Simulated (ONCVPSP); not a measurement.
## How hard is this Ba (Z = 56) ONCV potential?

* Element: Ba
* Generator: ONCVPSP 4.0.1
* Type: optimised norm-conserving Vanderbilt (ONCV)
* Functional: PBE
* Relativity: fully relativistic
* Frozen core: [Kr] 4d10
* Valence charge: 10
* Reference configuration: 5s2 5p6 6s1 (charge +1)
* Partial waves: 5s+6s: rc 3.00 bohr, ncon 4, nbas 8, qcut 4.9 1/bohr, 2 projectors; 5p: rc 3.00 bohr, ncon 3, nbas 7, qcut 4.1 1/bohr, 2 projectors, debl 1.9 Ha; d scattering state at 0.05 Ha: rc 2.50 bohr, ncon 4, nbas 8, qcut 4.4 1/bohr, local
* Local potential: the d channel
* Core correction: none

Open shells are filled in proportion to 2j + 1.

**Question.** For each optimised wave give the share of its norm inside rc, the residual kinetic energy above qcut (Ha) and the cutoffs (Ha) for errors of 10, 1, 0.1 and 0.01 mHa per electron.

**Answer.**

```json
{"wave": "5s", "norm inside rc": "0.982", "residual KE": "1.7e-08", "10 mHa": "3.5", "1 mHa": "6.3", "0.1 mHa": "8.0", "0.01 mHa": "9.2"}
{"wave": "6s", "norm inside rc": "0.152", "residual KE": "1.1e-07", "10 mHa": "1.9", "1 mHa": "6.2", "0.1 mHa": "8.2", "0.01 mHa": "9.7"}
{"wave": "5p j=3/2", "norm inside rc": "0.930", "residual KE": "1.5e-07", "10 mHa": "3.3", "1 mHa": "4.5", "0.1 mHa": "5.4", "0.01 mHa": "6.4"}
{"wave": "p projector 2 j=3/2", "norm inside rc": "0.155", "residual KE": "1.0e-05", "10 mHa": "3.5", "1 mHa": "4.5", "0.1 mHa": "5.5", "0.01 mHa": "9.0"}
{"wave": "5p j=1/2", "norm inside rc": "0.946", "residual KE": "8.4e-08", "10 mHa": "3.6", "1 mHa": "4.9", "0.1 mHa": "6.0", "0.01 mHa": "6.8"}
{"wave": "p projector 2 j=1/2", "norm inside rc": "0.160", "residual KE": "5.5e-06", "10 mHa": "3.8", "1 mHa": "4.9", "0.1 mHa": "6.0", "0.01 mHa": "7.6"}
{"wave": "d projector 1 j=5/2", "norm inside rc": "0.147", "residual KE": "3.1e-06", "10 mHa": "3.3", "1 mHa": "4.8", "0.1 mHa": "6.0", "0.01 mHa": "7.4"}
{"wave": "d projector 1 j=3/2", "norm inside rc": "0.404", "residual KE": "3.5e-06", "10 mHa": "3.7", "1 mHa": "5.1", "0.1 mHa": "6.4", "0.01 mHa": "7.6"}
```

The occupied waves need 6.3 Ha and 8.2 Ha for 1 and 0.1 mHa.
